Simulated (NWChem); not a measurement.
System: Si3H8O; SMILES O[SiH]([SiH3])[SiH3]

Here is an NWChem input.

```
start job
memory heap 200 mb stack 900 mb global 1100 mb
geometry units angstroms noautosym nocenter noautoz
  Si    -0.539720     0.000871    -0.448867
  O     -2.055916    -0.003332     0.273731
  Si     0.697139    -1.925371     0.113151
  Si     0.692552     1.926704     0.124457
  H     -0.795500     0.005100    -1.919298
  H     -2.063526    -0.008485     1.235614
  H      0.900539    -1.982699     1.596185
  H     -0.009086    -3.173557    -0.311194
  H      2.042037    -1.880294    -0.542330
  H      0.901266     1.973235     1.607114
  H      2.035132     1.891269    -0.536358
  H     -0.019482     3.175710    -0.287604
end
basis spherical
  Si library def2-svp
  O library def2-svp
  H library def2-svp
end
dft
  xc b3lyp
  iterations 150
  mulliken
end
task dft energy
esp
  recalculate
  probe 0.07
  range 0.3
  factor 1.0
  spacing 0.02
end
task esp
```

NWChem printed, in part:

```
             Northwest Computational Chemistry Package (NWChem) 7.3.0
             --------------------------------------------------------

                             Geometry "geometry" -> ""
                             -------------------------

 Output coordinates in angstroms (scale by  1.889725989 to convert to a.u.)

  No.       Tag          Charge          X              Y              Z
 ---- ---------------- ---------- -------------- -------------- --------------
    1 Si                  14.0000    -0.53972000     0.00087100    -0.44886700
    2 O                    8.0000    -2.05591600    -0.00333200     0.27373100
    3 Si                  14.0000     0.69713900    -1.92537100     0.11315100
    4 Si                  14.0000     0.69255200     1.92670400     0.12445700
    5 H                    1.0000    -0.79550000     0.00510000    -1.91929800
    6 H                    1.0000    -2.06352600    -0.00848500     1.23561400
    7 H                    1.0000     0.90053900    -1.98269900     1.59618500
    8 H                    1.0000    -0.00908600    -3.17355700    -0.31119400
    9 H                    1.0000     2.04203700    -1.88029400    -0.54233000
   10 H                    1.0000     0.90126600     1.97323500     1.60711400
   11 H                    1.0000     2.03513200     1.89126900    -0.53635800
   12 H                    1.0000    -0.01948200     3.17571000    -0.28760400

 Effective nuclear repulsion energy (a.u.)     272.5530333784

                                 NWChem DFT Module
                                 -----------------

 Summary of "ao basis" -> "ao basis" (spherical)
 ------------------------------------------------------------------------------
       Tag                 Description            Shells   Functions and Types
 ---------------- ------------------------------  ------  ---------------------
 Si                         def2-svp                 8       18   4s3p1d
 O                          def2-svp                 6       14   3s2p1d
 H                          def2-svp                 3        5   2s1p

            General Information
            -------------------
          SCF calculation type: DFT
          Wavefunction type:  closed shell.
          No. of atoms     :    12
          No. of electrons :    58
           Alpha electrons :    29
            Beta electrons :    29
          Charge           :     0
          Spin multiplicity:     1
          Use of symmetry is: off; symmetry adaption is: off
          Maximum number of iterations: 150
          AO basis - number of functions:   108
                     number of shells:    54
          Convergence on energy requested:  1.00D-06
          Convergence on density requested:  1.00D-05
          Convergence on gradient requested:  5.00D-04

              XC Information
              --------------
                         B3LYP Method XC Potential
                     Hartree-Fock (Exact) Exchange  0.200
                        Slater Exchange Functional  0.800 local
                    Becke 1988 Exchange Functional  0.720 non-local
              Lee-Yang-Parr Correlation Functional  0.810
                  VWN I RPA Correlation Functional  0.190 local

             Grid Information
             ----------------
          Grid used for XC integration:  medium
          Radial quadrature: Mura-Knowles
          Angular quadrature: Lebedev.
          Tag              B.-S. Rad. Rad. Pts. Rad. Cut. Ang. Pts.
          ---              ---------- --------- --------- ---------
          Si                  1.10       88          12.0       590
          O                   0.60       49          12.0       434
          H                   0.35       45          14.0       434
          Grid pruning is: on
          Number of quadrature shells:   673
          Spatial weights used:  Erf1

      Superposition of Atomic Density Guess
      -------------------------------------

 Sum of atomic energies:        -944.90101894

      Non-variational initial energy
      ------------------------------

 Total energy =    -946.123906
 1-e energy   =   -1851.389051
 2-e energy   =     632.712112
 HOMO         =      -0.278240
 LUMO         =       0.010284

     ---------------------------------------------
      Total Density - Mulliken Population Analysis
     ---------------------------------------------

    Atom       Charge   Shell Charges
 -----------   ------   -------------------------------------------------------
    1 Si  14    13.43   2.00  1.99  1.01  0.26  5.94  1.03  1.03  0.18
    2 O    8     8.79   1.99  1.10  0.64  3.10  1.95  0.00
    3 Si  14    13.84   2.00  1.99  1.03  0.30  5.94  1.17  1.32  0.09
    4 Si  14    13.84   2.00  1.99  1.03  0.30  5.94  1.17  1.32  0.09
    5 H    1     1.08   0.70  0.37  0.01
    6 H    1     0.65   0.52  0.07  0.06
    7 H    1     1.06   0.69  0.36  0.01
    8 H    1     1.06   0.69  0.36  0.01
    9 H    1     1.05   0.68  0.36  0.01
   10 H    1     1.06   0.69  0.36  0.01
   11 H    1     1.05   0.68  0.36  0.01
   12 H    1     1.06   0.69  0.36  0.01

   convergence    iter        energy       DeltaE   RMS-Dens  Diis-err
 ---------------- ----- ----------------- --------- --------- ---------
 d= 0,ls=0.0,diis     1   -948.1883600070 -1.22D+03  1.17D-02  5.83D-01
 d= 0,ls=0.0,diis     2   -948.1363189131  5.20D-02  7.39D-03  1.19D+00
 d= 0,ls=0.0,diis     3   -948.2570409791 -1.21D-01  1.32D-03  4.01D-02
 d= 0,ls=0.0,diis     4   -948.2606948693 -3.65D-03  4.27D-04  1.33D-03
 d= 0,ls=0.0,diis     5   -948.2609106488 -2.16D-04  1.07D-04  8.24D-05
  Resetting Diis
 d= 0,ls=0.0,diis     6   -948.2609265502 -1.59D-05  1.92D-05  2.60D-06
 d= 0,ls=0.0,diis     7   -948.2609270107 -4.60D-07  7.21D-06  1.33D-07

         Total DFT energy =     -948.260927010670
      One electron energy =    -1854.824143442099
           Coulomb energy =      708.391322860334
    Exchange-Corr. energy =      -74.381139807316
 Nuclear repulsion energy =      272.553033378410

 Numeric. integr. density =       57.999987744528

                       DFT Final Molecular Orbital Analysis
                       ------------------------------------

 Vector   27  Occ=2.000000D+00  E=-3.446086D-01
              MO Center=  2.5D-02,  3.0D-03, -1.1D-01, r^2= 7.6D+00
   Bfn.  Coefficient  Atom+Function         Bfn.  Coefficient  Atom+Function
  ----- ------------  ---------------      ----- ------------  ---------------
    23      0.310738   2 O  py               26      0.229710   2 O  py
    84      0.223198   8 H  s               104     -0.223767  12 H  s
    89     -0.176790   9 H  s                99      0.176446  11 H  s
    41     -0.127772   3 Si py               59     -0.127581   4 Si py
    85      0.126588   8 H  s               105     -0.126834  12 H  s

 Vector   28  Occ=2.000000D+00  E=-3.042388D-01
              MO Center= -3.2D-01, -7.5D-04, -3.1D-01, r^2= 4.5D+00
   Bfn.  Coefficient  Atom+Function         Bfn.  Coefficient  Atom+Function
  ----- ------------  ---------------      ----- ------------  ---------------
    69      0.271241   5 H  s                22      0.258723   2 O  px
    70      0.229847   5 H  s                 8     -0.200267   1 Si px
    25      0.198490   2 O  px               10     -0.168139   1 Si pz
     4     -0.160031   1 Si s                40      0.115885   3 Si px
    58      0.115445   4 Si px               79      0.112883   7 H  s

 Vector   29  Occ=2.000000D+00  E=-2.642675D-01
              MO Center= -2.0D-01,  1.1D-03, -5.6D-02, r^2= 4.7D+00
   Bfn.  Coefficient  Atom+Function         Bfn.  Coefficient  Atom+Function
  ----- ------------  ---------------      ----- ------------  ---------------
    23      0.318522   2 O  py               26      0.259031   2 O  py
     9     -0.256723   1 Si py               44      0.195317   3 Si py
    62      0.195309   4 Si py               41      0.192654   3 Si py
    59      0.192844   4 Si py               12     -0.141480   1 Si py
    35      0.138304   3 Si s                53     -0.138362   4 Si s

 Vector   30  Occ=0.000000D+00  E=-2.525090D-02
              MO Center= -2.3D-01, -9.9D-04,  4.7D-02, r^2= 5.2D+00
   Bfn.  Coefficient  Atom+Function         Bfn.  Coefficient  Atom+Function
  ----- ------------  ---------------      ----- ------------  ---------------
    11      0.547327   1 Si px               21      0.496553   2 O  s
    43      0.404186   3 Si px               61      0.403971   4 Si px
    90     -0.383360   9 H  s               100     -0.382749  11 H  s
    75     -0.321726   6 H  s                13     -0.286827   1 Si pz
   105      0.237674  12 H  s                85      0.236252   8 H  s

 Vector   31  Occ=0.000000D+00  E=-3.354725D-03
              MO Center=  3.3D-01, -7.3D-04, -1.1D-01, r^2= 6.1D+00
   Bfn.  Coefficient  Atom+Function         Bfn.  Coefficient  Atom+Function
  ----- ------------  ---------------      ----- ------------  ---------------
    85      0.618680   8 H  s               105      0.617099  12 H  s
    13      0.469446   1 Si pz               45      0.462422   3 Si pz
    63      0.459229   4 Si pz               70      0.448008   5 H  s
    43      0.443063   3 Si px               61      0.443849   4 Si px
    80     -0.367352   7 H  s                95     -0.367883  10 H  s

 Vector   32  Occ=0.000000D+00  E= 3.024947D-02
              MO Center=  3.8D-01, -1.0D-02,  8.0D-02, r^2= 6.8D+00
   Bfn.  Coefficient  Atom+Function         Bfn.  Coefficient  Atom+Function
  ----- ------------  ---------------      ----- ------------  ---------------
    80     -0.797099   7 H  s                95      0.800622  10 H  s
    63     -0.789768   4 Si pz               45      0.780300   3 Si pz
    12      0.596684   1 Si py               43     -0.419688   3 Si px
   100     -0.419586  11 H  s                90      0.414509   9 H  s
    61      0.406000   4 Si px               36      0.378232   3 Si s

     ---------------------------------------------
      Total Density - Mulliken Population Analysis
     ---------------------------------------------

    Atom       Charge   Shell Charges
 -----------   ------   -------------------------------------------------------
    1 Si  14    13.63   2.00  1.98  1.08  0.14  5.93  1.28  0.97  0.26
    2 O    8     8.40   1.99  1.07  0.65  2.89  1.79  0.01
    3 Si  14    13.81   2.00  1.98  1.08  0.22  5.93  1.34  1.14  0.13
    4 Si  14    13.81   2.00  1.98  1.08  0.22  5.93  1.34  1.14  0.13
    5 H    1     1.09   0.74  0.34  0.01
    6 H    1     0.81   0.68  0.06  0.07
    7 H    1     1.08   0.74  0.34  0.01
    8 H    1     1.07   0.73  0.32  0.01
    9 H    1     1.08   0.74  0.33  0.01
   10 H    1     1.08   0.74  0.34  0.01
   11 H    1     1.08   0.74  0.33  0.01
   12 H    1     1.07   0.73  0.32  0.01

     -------------------------------------------
      Total Density - Lowdin Population Analysis
     -------------------------------------------

    Atom       Charge   Shell Charges
 -----------   ------   -------------------------------------------------------
    1 Si  14    13.70   2.00  1.93  0.69  0.36  5.82  1.30  1.20  0.40
    2 O    8     8.23   1.97  0.88  0.60  2.72  2.04  0.01
    3 Si  14    13.76   2.00  1.94  0.71  0.37  5.82  1.34  1.40  0.19
    4 Si  14    13.76   2.00  1.94  0.71  0.37  5.82  1.34  1.40  0.19
    5 H    1     1.10   0.65  0.42  0.02
    6 H    1     0.92   0.56  0.18  0.19
    7 H    1     1.09   0.64  0.43  0.02
    8 H    1     1.09   0.64  0.42  0.03
    9 H    1     1.09   0.64  0.42  0.03
   10 H    1     1.09   0.64  0.43  0.02
   11 H    1     1.09   0.64  0.42  0.03
   12 H    1     1.09   0.64  0.42  0.03

     Multipole analysis of the density
     ---------------------------------

     L   x y z        total         alpha         beta         nuclear
     -   - - -        -----         -----         ----         -------
     0   0 0 0     -0.000000    -29.000000    -29.000000     58.000000

     1   1 0 0      0.086255      1.513669      1.513669     -2.941083
     1   0 1 0     -0.002464     -0.005464     -0.005464      0.008464
     1   0 0 1      0.398490      0.128993      0.128993      0.140503

     2   2 0 0    -40.197990   -138.368498   -138.368498    236.539005
     2   1 1 0      0.011420      0.148224      0.148224     -0.285029
     2   1 0 1     -2.485675     -2.801496     -2.801496      3.117316
     2   0 2 0    -39.489675   -267.868343   -267.868343    496.247011
     2   0 1 1     -0.016728     -0.651302     -0.651302      1.285877
     2   0 0 2    -35.975325    -44.625476    -44.625476     53.275628

                     NWChem Electrostatic Potential Fit Module
                     -----------------------------------------

 Atom parameters

 Number of atoms is                                   12
 Number of basis functions is                        108

 Grid parameters

 Maximum number of grid points is                  55164
 Number of grid points is                          55163
 Grid range                                     0.300000 nm
 Grid spacing                                   0.020000 nm
 Probe radius                                   0.070000 nm
 Atom radius factor                             1.000000

 Atomic radii

    1    0.100000
    8    0.136000
   14    0.187000
 FASTESP  F
  using M.O. file = ./job.movecs

    Atom              Coordinates                           Charge

                                                  ESP

    1 Si   -0.053972    0.000087   -0.044887    0.483125
    2 O    -0.205592   -0.000333    0.027373   -0.604819
    3 Si    0.069714   -0.192537    0.011315    0.180235
    4 Si    0.069255    0.192670    0.012446    0.185089
    5 H    -0.079550    0.000510   -0.191930   -0.118315
    6 H    -0.206353   -0.000849    0.123561    0.366835
    7 H     0.090054   -0.198270    0.159619   -0.086867
    8 H    -0.000909   -0.317356   -0.031119   -0.069306
    9 H     0.204204   -0.188029   -0.054233   -0.087792
   10 H     0.090127    0.197324    0.160711   -0.088044
   11 H     0.203513    0.189127   -0.053636   -0.089108
   12 H    -0.001948    0.317571   -0.028760   -0.071033
                                            ------------
                                                0.000000

 Dipole moment                                  0.390759

 Quadrupole moment Qxx                         -4.805790
                   Qyy                         -2.858248
                   Qzz                          7.664038

 RMS deviation kJ/mol                           0.054745

 RRMS %                                        36.580788
```

Level: B3LYP/def2-SVP. All runs use the structure optimised with PBE0/def2-SVP. B3LYP is NWChem's, with the RPA form of VWN correlation.
